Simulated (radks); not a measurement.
The numbers below are computed, except where a source is named.
Spin polarisation of the 5d8 shell in the gold ion Au3+. Start: [Xe] 4f14 5d(up 4, down 4); electrons of 5d are moved from spin down to spin up, other shells keep equal spins. Code: a radial shooting solver on a logarithmic mesh with Libxc functionals. Model: non-relativistic Kohn-Sham, PBE, spin-polarised, spherical densities, point nucleus.

| moment (Bohr magnetons) | E - E(0) (eV) | e(5d up) (eV) | e(5d down) (eV) | 5p down minus up (eV) |
|---|---|---|---|---|
| 0 | 0.000 | -41.649 | -41.649 | 0.000 |
| 0.5 | -0.045 | -41.824 | -41.468 | 0.343 |
| 1 | -0.178 | -41.992 | -41.279 | 0.687 |
| 1.5 | -0.402 | -42.154 | -41.082 | 1.031 |
| 2 | -0.714 | -42.309 | -40.878 | 1.376 |

At moment 2 the spin-polarisation energy is -0.714 eV and the 5d exchange splitting 1.431 eV, that is 0.715 eV per Bohr magneton; E = -I m^2/4 would give I = 0.714 eV.
